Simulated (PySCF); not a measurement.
C10H10N (charge +1).
SMILES with atom numbers: `[CH3:1][n+:2]1[cH:3][cH:4][cH:5][c:6]2[cH:7][cH:8][cH:9][cH:10][c:11]12` (hydrogens: H12, H13, H14 on C1; H15 on C3; H16 on C4; H17 on C5; H18 on C7; H19 on C8; H20 on C9; H21 on C10)

The same species was optimised twice, with GFN2-xTB and with PBE0-D3(BJ)/def2-SVP (PySCF), and the same property calculations (PySCF, gas phase) were run on both structures.

```tsv
coordinate	GFN2-xTB	PBE0-D3(BJ)/def2-SVP	change
C1–N2 (Å)	1.447	1.464	+0.017
N2–C11 (Å)	1.372	1.382	+0.010
N2–C3 (Å)	1.326	1.335	+0.009
C8–C9 (Å)	1.403	1.411	+0.008
C9–C10 (Å)	1.373	1.380	+0.007
C7–C8 (Å)	1.367	1.374	+0.007
C6–C7 (Å)	1.412	1.417	+0.005
C5–C6 (Å)	1.406	1.411	+0.005
C3–C4 (Å)	1.389	1.393	+0.004
C4–C5 (Å)	1.375	1.379	+0.004
C10–C11 (Å)	1.405	1.409	+0.004
C6–C11 (Å)	1.428	1.428	0.000
C6–C11–C10 (°)	119.0	119.9	+0.9
C9–C10–C11 (°)	120.1	119.4	-0.7
C4–C5–C6 (°)	119.6	120.2	+0.6
N2–C11–C10 (°)	122.3	121.8	-0.5
N2–C11–C6 (°)	118.8	118.4	-0.4
C3–N2–C11 (°)	121.0	121.4	+0.4
C3–C4–C5 (°)	119.1	118.8	-0.3
C1–N2–C3 (°)	119.2	118.9	-0.3
```

Rotational constants: A = 1964, B = 1156, C = 730.9 MHz (GFN2-xTB) against A = 1944, B = 1146, C = 724.6 MHz (PBE0-D3(BJ)/def2-SVP). Atoms that the bonding makes alike are paired by their places after alignment.

On the GFN2-xTB structure: HOMO (eV) -11.47 [PBE0/pcSseg-1]; LUMO (eV) -6.76 [PBE0/pcSseg-1]; GIAO shielding of C1 (ppm) 141.2 [PBE0/pcSseg-1]; GIAO shielding of N2 (ppm) 58.6 [PBE0/pcSseg-1]; GIAO shielding of C3 (ppm) 34.5 [PBE0/pcSseg-1]; GIAO shielding of C4 (ppm) 59.0 [PBE0/pcSseg-1]; GIAO shielding of C5 (ppm) 27.5 [PBE0/pcSseg-1]; GIAO shielding of C6 (ppm) 51.9 [PBE0/pcSseg-1]; GIAO shielding of C7 (ppm) 46.9 [PBE0/pcSseg-1]; GIAO shielding of C8 (ppm) 46.2 [PBE0/pcSseg-1].

Q: What do these properties become on the PBE0-D3(BJ)/def2-SVP structure?

A: 
```csv
property,level,on GFN2-xTB,on PBE0-D3(BJ)/def2-SVP,change
HOMO (eV),PBE0/pcSseg-1,-11.47,-11.45,+0.02
LUMO (eV),PBE0/pcSseg-1,-6.76,-6.76,0.00
"energy, GFN2-xTB geometry as zero (kcal/mol)",PBE0/pcSseg-1,0.0,-0.4,-0.4
GIAO shielding of C1 (ppm),PBE0/pcSseg-1,141.2,137.6,-3.6
GIAO shielding of N2 (ppm),PBE0/pcSseg-1,58.6,52.8,-5.8
GIAO shielding of C3 (ppm),PBE0/pcSseg-1,34.5,31.9,-2.6
GIAO shielding of C4 (ppm),PBE0/pcSseg-1,59.0,58.1,-0.9
GIAO shielding of C5 (ppm),PBE0/pcSseg-1,27.5,26.4,-1.1
GIAO shielding of C6 (ppm),PBE0/pcSseg-1,51.9,51.4,-0.5
GIAO shielding of C7 (ppm),PBE0/pcSseg-1,46.9,44.9,-2.0
GIAO shielding of C8 (ppm),PBE0/pcSseg-1,46.2,44.2,-2.0
```

The heavy atoms differ by 0.010 Å rms after alignment. Among bonds between heavy atoms C1–N2 changes most (+0.017 Å). Changes are differences of the printed values. Neither structure is proved a minimum here. Geometry: PBE0-D3(BJ)/def2-SVP; no solvent, vibrations or thermal averaging.
